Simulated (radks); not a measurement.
Nb+, 40 electrons, occupied as [Kr] 4d4 (the NIST ground configuration).

Calculated with a radial shooting solver on a logarithmic mesh with Libxc functionals: scalar-relativistic Kohn-Sham, r2SCAN, spin-unpolarised, spherical densities, finite nucleus; meta-GGA in the generalised Kohn-Sham scheme; Fermi nuclear charge, rms radius 4.324 fm.

Energy parts (hartree):
part                       energy
total                 -3819.87701
kinetic                3933.12811
electron-nucleus      -9193.17992
Hartree                1559.14842
exchange-correlation   -118.97363

Orbitals (lengths in bohr, moments of r in powers of bohr):
[
 {"orbital": "1s", "occ.": "2", "eigenvalue (hartree)": "-692.9850", "<1/r>": "42.39"},
 {"orbital": "2s", "occ.": "2", "eigenvalue (hartree)": "-97.56561", "<1/r>": "9.542"},
 {"orbital": "2p", "occ.": "6", "eigenvalue (hartree)": "-87.05112", "<1/r>": "9.272"},
 {"orbital": "3s", "occ.": "2", "eigenvalue (hartree)": "-16.66723", "<1/r>": "3.262"},
 {"orbital": "3p", "occ.": "6", "eigenvalue (hartree)": "-13.19499", "<1/r>": "3.095"},
 {"orbital": "3d", "occ.": "10", "eigenvalue (hartree)": "-7.53743", "<1/r>": "2.853"},
 {"orbital": "4s", "occ.": "2", "eigenvalue (hartree)": "-2.44311", "<1/r>": "1.163"},
 {"orbital": "4p", "occ.": "6", "eigenvalue (hartree)": "-1.54224", "<1/r>": "1.023"},
 {"orbital": "4d", "occ.": "4", "eigenvalue (hartree)": "-0.33452", "<1/r>": "0.6601"}
]

The highest occupied level is 4d at -9.103 eV. For comparison, the ionisation energy in NIST's Atomic Spectra Database is 14.320 eV (semi-empirical). In exact Kohn-Sham theory the highest level is minus the ionisation energy, but local and semilocal functionals leave it too shallow, through self-interaction and a potential that decays too fast; potentials with the right tail come closer. The density falls to 0.001 e/bohr^3 at r = 4.08 bohr. Summed over all electrons, <r^2> = 39.81 bohr^2, which gives a Langevin (diamagnetic) susceptibility term of -31.5 x 10^-6 cm^3/mol.

Run on one thread of a shared host, so times are rough (Intel(R) Xeon(R) Platinum 8259CL CPU @ 2.50GHz): 0.14 s of CPU time, 0.14 s wall, 12 iterations on 2259 mesh points.

Beside tabulated values, note that spin-unpolarised runs miss the spin-polarisation part of the exchange energy of open shells.
